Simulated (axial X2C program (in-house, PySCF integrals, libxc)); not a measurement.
**What spin–orbit coupling does to TcPb⁺**

All values were computed with an in-house relativistic program for diatomic molecules. Spin-free means the one-electron spin-free X2C Hamiltonian; two-component (2c) means X2C with spin–orbit coupling and atomic mean-field two-electron Coulomb and Gaunt terms, so the difference of the two also holds small scalar two-electron terms. Basis: Pb dyall-v2z [10s12p9d5f], Tc dyall-v2z [10s10p7d2f] (cores contracted in-house); Gaussian nuclei, density fitting, unrestricted open shells. Masses: Pb 207.977 u, Tc 98.907 u.

Spin-free state: M_S = 2, Λ = 1 (beyond evenly filled blocks: σα, π+α, π+β, π-α, δ+α, δ-α); fragments Pb+ + Tc.

```tsv
level	Re (Å)	ωe (cm⁻¹)	De (eV)	μ (D)
LDA	2.672	183.0	3.661	2.55
B3LYP	2.787	156.0	2.897	2.86
```

Dipoles are positive if Tc is the positive end and refer to the centre of mass.

Two-component determinant lowest at the distance of the search:

Ω = 3 (⟨Sz⟩ = 2.12, ⟨Lz⟩ = 0.88 at LDA); fragments Pb + Tc+.

```
level  Re (Å)  ωe (cm⁻¹)  De (eV)  μ (D)
  LDA   2.687      171.4    3.039   2.95
B3LYP   2.814      141.2    2.098   3.38
```

(1) From the two tables, how do the constants change at the LDA level (2c against spin-free)?

Occupations by symmetry block were frozen at the best pattern of an incomplete PBE0 search. Dissociation energies refer to the lowest single-determinant-based atoms at the same level and basis. Density functionals use the spin component along the axis (collinear). Without a current term, density functionals place determinants with orbital angular momentum somewhat too high. With several unpaired electrons one determinant need not be a pure state. Open-shell Ω = 0 determinants with evenly filled partner blocks cannot be reached by this program, so the Ω shown need not be the lowest component. The determinant is spin-polarised beyond a pure state at some levels (its spin-free form has ⟨S²⟩ too high), which makes Re and μ there less reliable. Under one Hamiltonian the search converged a single determinant, so lower ones may well exist.

## Answers

(1) At the LDA level Re rises by 0.015 Å and ωe goes down by 11.6 cm⁻¹; De is not compared, since the atomic limits differ or miss part of their spin–orbit lowering.
